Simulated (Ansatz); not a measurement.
Computed with B3LYP-D3(BJ)/def2-TZVP (Ansatz, an electronic-structure program). No frequencies were computed at this level.

Ansatz 0.2 input:
```yaml
crystal:
  periodic: [false, false, false]
  atoms:
    - { symbol: O, position_ang: [-1.620502, -0.38648, -0.125083] }
    - { symbol: C, position_ang: [-0.278503, -0.342237, 0.215413] }
    - { symbol: B, position_ang: [0.498904, 0.973809, 0.037012] }
    - { symbol: B, position_ang: [1.345367, -0.257446, -0.119225] }
    - { symbol: H, position_ang: [-1.87924, 0.4618, -0.504604] }
    - { symbol: H, position_ang: [-0.114584, -1.262291, 0.782139] }
    - { symbol: H, position_ang: [-0.013402, 1.979056, -0.248154] }
    - { symbol: H, position_ang: [2.061962, -1.166211, -0.037498] }
basis:
  gaussian: { orbitals: def2-tzvp }
hamiltonian:
  xc: b3lyp
  dispersion: d3bj
relax:
  max_steps: 150
```

Output:

```
Functional definition: B3LYP
845 factors; their error is unknown
mean field evaluation 1: about -4494.5544 eV, gradient 5.2e1 eV
mean field evaluation 2: about -4488.6003 eV, gradient 7.4e1 eV
mean field evaluation 4: about -4500.6861 eV, gradient 3.7e0 eV
mean field evaluation 8: about -4500.7182 eV, gradient 4.1e-1 eV
mean field evaluation 16: about -4500.7185 eV, gradient 1.9e-5 eV
mean field -4500.71849973 eV, -165.3983541683 hartree, gradient 1.9e-5 eV, S^2 0.000000; 0 other end points of the search recorded, 0 dependent functions left out
reference -4500.71873838 eV, -165.3983629387 hartree; 14, 14 occupied and 134, 134 virtual orbitals, 845 factors
relax step   1: F+E_penalty+E_count = -4500.92791382 eV  Δ(F+E_penalty+E_count) = +0.000e0 eV  max|allowed force component| = 1.362e0 eV/Å  Δτ_max = 0.0000 Å  (29 SCF iters, accepted)
these checks for a lower state are left out or cut short: starts, cluster_reference, orbital_swaps, neighbouring_geometries, increment
845 factors; their error is unknown
mean field -4500.80467905 eV, -165.4015212001 hartree, gradient 1.2e-5 eV, S^2 0.000000; 0 other end points of the search recorded, 0 dependent functions left out
reference -4500.80491779 eV, -165.4015299736 hartree; 14, 14 occupied and 134, 134 virtual orbitals, 845 factors
relax step   2: F+E_penalty+E_count = -4501.01369927 eV  Δ(F+E_penalty+E_count) = -8.579e-2 eV  max|allowed force component| = 9.784e-1 eV/Å  Δτ_max = 0.1370 Å  (33 SCF iters, accepted)
these checks for a lower state are left out or cut short: starts, cluster_reference, orbital_swaps, neighbouring_geometries, increment
845 factors; their error is unknown
mean field -4500.89688198 eV, -165.4049095952 hartree, gradient 8.6e-6 eV, S^2 0.000000; 0 other end points of the search recorded, 0 dependent functions left out
reference -4500.89712128 eV, -165.4049183896 hartree; 14, 14 occupied and 134, 134 virtual orbitals, 845 factors
relax step   3: F+E_penalty+E_count = -4501.10472483 eV  Δ(F+E_penalty+E_count) = -9.103e-2 eV  max|allowed force component| = 5.474e-1 eV/Å  Δτ_max = 0.1164 Å  (34 SCF iters, accepted)
these checks for a lower state are left out or cut short: starts, cluster_reference, orbital_swaps, neighbouring_geometries, increment
845 factors; their error is unknown
mean field evaluation 32: about -4500.8006 eV, gradient 6.7e0 eV
mean field -4500.94252037 eV, -165.4065867752 hartree, gradient 2.4e-5 eV, S^2 0.000000; 0 other end points of the search recorded, 0 dependent functions left out
reference -4500.94276272 eV, -165.4065956812 hartree; 14, 14 occupied and 134, 134 virtual orbitals, 845 factors
relax step   4: F+E_penalty+E_count = -4501.14919856 eV  Δ(F+E_penalty+E_count) = -4.447e-2 eV  max|allowed force component| = 5.262e-1 eV/Å  Δτ_max = 0.0910 Å  (33 SCF iters, accepted)
these checks for a lower state are left out or cut short: starts, cluster_reference, orbital_swaps, neighbouring_geometries, increment
845 factors; their error is unknown
mean field -4500.96574441 eV, -165.4074402427 hartree, gradient 2.1e-5 eV, S^2 0.000000; 0 other end points of the search recorded, 0 dependent functions left out
reference -4500.96598865 eV, -165.4074492185 hartree; 14, 14 occupied and 134, 134 virtual orbitals, 845 factors
relax step   5: F+E_penalty+E_count = -4501.17413625 eV  Δ(F+E_penalty+E_count) = -2.494e-2 eV  max|allowed force component| = 5.108e-1 eV/Å  Δτ_max = 0.0712 Å  (34 SCF iters, accepted)
these checks for a lower state are left out or cut short: starts, cluster_reference, orbital_swaps, neighbouring_geometries, increment
845 factors; their error is unknown
mean field -4500.97389984 eV, -165.4077399494 hartree, gradient 2.6e-5 eV, S^2 0.000000; 0 other end points of the search recorded, 0 dependent functions left out
reference -4500.97414393 eV, -165.4077489197 hartree; 14, 14 occupied and 134, 134 virtual orbitals, 845 factors
relax step   6: F+E_penalty+E_count = -4501.18018844 eV  Δ(F+E_penalty+E_count) = -6.052e-3 eV  max|allowed force component| = 4.529e-1 eV/Å  Δτ_max = 0.0706 Å  (32 SCF iters, accepted)
these checks for a lower state are left out or cut short: starts, cluster_reference, orbital_swaps, neighbouring_geometries, increment
845 factors; their error is unknown
mean field -4500.98770501 eV, -165.4082472799 hartree, gradient 1.7e-5 eV, S^2 0.000000; 0 other end points of the search recorded, 0 dependent functions left out
reference -4500.98794957 eV, -165.4082562674 hartree; 14, 14 occupied and 134, 134 virtual orbitals, 845 factors
relax step   7: F+E_penalty+E_count = -4501.19376897 eV  Δ(F+E_penalty+E_count) = -1.358e-2 eV  max|allowed force component| = 1.745e-1 eV/Å  Δτ_max = 0.0379 Å  (33 SCF iters, accepted)
these checks for a lower state are left out or cut short: starts, cluster_reference, orbital_swaps, neighbouring_geometries, increment
845 factors; their error is unknown
mean field evaluation 64: about -4500.9908 eV, gradient 5.7e-3 eV
mean field -4500.99078732 eV, -165.4083605530 hartree, gradient 1.8e-5 eV, S^2 0.000000; 0 other end points of the search recorded, 0 dependent functions left out
reference -4500.99103201 eV, -165.4083695449 hartree; 14, 14 occupied and 134, 134 virtual orbitals, 845 factors
relax step   8: F+E_penalty+E_count = -4501.19661816 eV  Δ(F+E_penalty+E_count) = -2.849e-3 eV  max|allowed force component| = 7.240e-2 eV/Å  Δτ_max = 0.0574 Å  (34 SCF iters, accepted)
these checks for a lower state are left out or cut short: starts, cluster_reference, orbital_swaps, neighbouring_geometries, increment
845 factors; their error is unknown
mean field -4500.99151253 eV, -165.4083872040 hartree, gradient 1.6e-5 eV, S^2 0.000000; 0 other end points of the search recorded, 0 dependent functions left out
reference -4500.99175734 eV, -165.4083962004 hartree; 14, 14 occupied and 134, 134 virtual orbitals, 845 factors
relax step   9: F+E_penalty+E_count = -4501.19719689 eV  Δ(F+E_penalty+E_count) = -5.787e-4 eV  max|allowed force component| = 4.523e-2 eV/Å  Δτ_max = 0.0155 Å  (34 SCF iters, accepted)
these checks for a lower state are left out or cut short: starts, cluster_reference, orbital_swaps, neighbouring_geometries, increment
845 factors; their error is unknown
mean field -4500.99177546 eV, -165.4083968665 hartree, gradient 1.6e-5 eV, S^2 0.000000; 0 other end points of the search recorded, 0 dependent functions left out
reference -4500.99202029 eV, -165.4084058636 hartree; 14, 14 occupied and 134, 134 virtual orbitals, 845 factors
relax step  10: F+E_penalty+E_count = -4501.19734484 eV  Δ(F+E_penalty+E_count) = -1.479e-4 eV  max|allowed force component| = 1.606e-2 eV/Å  Δτ_max = 0.0079 Å  (35 SCF iters, accepted)
these checks for a lower state are left out or cut short: starts, cluster_reference, orbital_swaps, neighbouring_geometries, increment
845 factors; their error is unknown
mean field -4500.99197616 eV, -165.4084042420 hartree, gradient 1.6e-5 eV, S^2 0.000000; 0 other end points of the search recorded, 0 dependent functions left out
reference -4500.99222103 eV, -165.4084132408 hartree; 14, 14 occupied and 134, 134 virtual orbitals, 845 factors
relax step  11: F+E_penalty+E_count = -4501.19739906 eV  Δ(F+E_penalty+E_count) = -5.422e-5 eV  max|allowed force component| = 2.109e-2 eV/Å  Δτ_max = 0.0110 Å  (35 SCF iters, accepted)
these checks for a lower state are left out or cut short: starts, cluster_reference, orbital_swaps, neighbouring_geometries, increment
845 factors; their error is unknown
mean field -4500.99207941 eV, -165.4084080363 hartree, gradient 1.6e-5 eV, S^2 0.000000; 0 other end points of the search recorded, 0 dependent functions left out
reference -4500.99232429 eV, -165.4084170355 hartree; 14, 14 occupied and 134, 134 virtual orbitals, 845 factors
relax step  12: F+E_penalty+E_count = -4501.19744401 eV  Δ(F+E_penalty+E_count) = -4.495e-5 eV  max|allowed force component| = 2.019e-2 eV/Å  Δτ_max = 0.0040 Å  (36 SCF iters, accepted)
these checks for a lower state are left out or cut short: starts, cluster_reference, orbital_swaps, neighbouring_geometries, increment
845 factors; their error is unknown
mean field evaluation 96: about -4500.9952 eV, gradient 3.8e-4 eV
mean field -4500.99218803 eV, -165.4084120280 hartree, gradient 1.6e-5 eV, S^2 0.000000; 0 other end points of the search recorded, 0 dependent functions left out
reference -4500.99243295 eV, -165.4084210286 hartree; 14, 14 occupied and 134, 134 virtual orbitals, 845 factors
relax step  13: F+E_penalty+E_count = -4501.19748987 eV  Δ(F+E_penalty+E_count) = -4.586e-5 eV  max|allowed force component| = 1.344e-2 eV/Å  Δτ_max = 0.0034 Å  (36 SCF iters, accepted)
these checks for a lower state are left out or cut short: starts, cluster_reference, orbital_swaps, neighbouring_geometries, increment
845 factors; their error is unknown
mean field -4500.99245843 eV, -165.4084219652 hartree, gradient 1.6e-5 eV, S^2 0.000000; 0 other end points of the search recorded, 0 dependent functions left out
reference -4500.99270342 eV, -165.4084309683 hartree; 14, 14 occupied and 134, 134 virtual orbitals, 845 factors
relax step  14: F+E_penalty+E_count = -4501.19756678 eV  Δ(F+E_penalty+E_count) = -7.692e-5 eV  max|allowed force component| = 9.695e-3 eV/Å  Δτ_max = 0.0100 Å  (35 SCF iters, accepted)
845 factors; their error is unknown
mean field evaluation 128: about -4500.9925 eV, gradient 5.7e-3 eV
mean field -4500.99245843 eV, -165.4084219652 hartree, gradient 1.6e-5 eV, S^2 0.000000; 1 other end points of the search recorded, 0 dependent functions left out
reference -4500.99270342 eV, -165.4084309683 hartree; 14, 14 occupied and 134, 134 virtual orbitals, 845 factors
Total energy: -4501.19781177 eV, -165.4159685611 hartree
Atom 0 at    -1.732941    -0.406826     0.024155 Å, force     0.003258    -0.001454     0.000267 eV/Å
Atom 1 at    -0.374132    -0.292766     0.044217 Å, force    -0.009695    -0.002434     0.000352 eV/Å
Atom 2 at     0.474601     0.902813    -0.161878 Å, force     0.003658    -0.000992     0.000626 eV/Å
Atom 3 at     1.468686    -0.209000     0.088699 Å, force     0.000325    -0.000214    -0.000188 eV/Å
Atom 4 at    -2.103538     0.466607    -0.157329 Å, force     0.001395    -0.000585    -0.000162 eV/Å
Atom 5 at    -0.005338    -1.307950     0.252917 Å, force     0.002085     0.005799    -0.000623 eV/Å
Atom 6 at     0.157470     2.016830    -0.388595 Å, force     0.000342    -0.000697     0.000173 eV/Å
Atom 7 at     2.115195    -1.169708     0.297815 Å, force    -0.001367     0.000578    -0.000445 eV/Å
Dipole moment:    -0.099975    -0.064798     0.009938 e Å
```

Cost: very roughly 70 core-seconds.
